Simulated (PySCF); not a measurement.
**Gas-phase thermal properties of AlI**

Method: PySCF energies (xtb for GFN2) plus ideal-gas RRHO corrections (1 bar). The comparison is the NASA 1993 polynomial table, which mixes measured and estimated data. All species are closed-shell singlets. I: scalar-relativistic def2 core potential, no spin-orbit coupling. The harmonic model lacks anharmonicity and excited electronic states, which grow with temperature; levels with a mode under 35 cm⁻¹ are left out. The table's entry may be an old estimate for AlI (not checked at source).

```csv
level,point group,σ,ZPE (kJ/mol),S°298 (J/mol/K),Cp298 (J/mol/K),S°1000 (J/mol/K),H1000 − H298 (kJ/mol)
table,-,-,-,247.8,36.1,292.8,26.2
GFN2-xTB,C∞v,1,2.4,246.1,35.2,290.3,25.7
PBE/def2-SVP,C∞v,1,1.9,248.0,36.0,292.6,26.0
PBE0/def2-TZVP,C∞v,1,1.9,247.9,36.0,292.5,25.9
```
σ: rotational symmetry number. Electronic degeneracy used: 1. Frequencies are unscaled.
